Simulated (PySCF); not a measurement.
# Shifts of the heteroatoms

Numbering as in the mapped SMILES `[CH3:1][N:2]1[CH2:3][CH2:4][C:5]([N:6]([SiH3:7])[SiH3:8])=[C:9]1[F:10]`; H(Xn) means a hydrogen on atom n.

- σ from GIAO-PBE0/pcSseg-1
- GFN2-xTB geometry
- code: PySCF 2.14.0 with density-fitted response routines
- gas phase, averaged over atoms made equivalent by symmetry, fast rotation or ring inversion, no relativistic terms, one computed conformer

Q: Where does ¹⁹F resonate?

A: 
| atoms | environment | σ (ppm) | δ (ppm) |
| --- | --- | --- | --- |
| F10 | vinylic fluorine | 325.0 | -147.3 |

Shieldings were converted by a linear fit to measured shifts: ¹⁹F: δ = 146.13 − 0.903σ +14.6 on sp3 carbon (rms 6.0 ppm, 223 shifts, 7.0 ppm with the 5 outliers that the fit left out vs CFCl3, solution or neat liquid). A few per cent of atoms miss by over 2 rms, more outside the fitted compound classes.

On a 600 MHz spectrometer ¹⁹F resonates near 564.6 MHz, so 1 ppm is 564.6 Hz.

Q: Where does ²⁹Si resonate?

A: 
| atoms | environment | σ (ppm) | δ (ppm) |
| --- | --- | --- | --- |
| Si7/Si8 | silicon bonded to N, 3 H | 396.3 | -45.8 |

Shieldings were converted by a linear fit to measured shifts: ²⁹Si (scatter 8.9 ppm rms, 25.8 ppm with the 6 outliers that the fit left out vs TMS, solution or neat liquid). A few per cent of atoms miss by over 2 rms, more outside the fitted compound classes.

On a 300 MHz spectrometer ²⁹Si resonates near 59.6 MHz, so 1 ppm is 59.6 Hz.

Q: What are the ¹⁵N shifts?

A: 
| atoms | environment | σ (ppm) | δ (ppm) |
| --- | --- | --- | --- |
| N2 | enamine nitrogen | 193.9 | -326.7 |
| N6 | enamine nitrogen | 242.3 | -371.3 |

Shieldings were converted by a linear fit to measured shifts: ¹⁵N (scatter 6.3 ppm rms vs CH3NO2, solution or neat liquid). A few per cent of atoms miss by over 2 rms, more outside the fitted compound classes.

On a 500 MHz spectrometer ¹⁵N resonates near 50.7 MHz, so 1 ppm is 50.7 Hz.
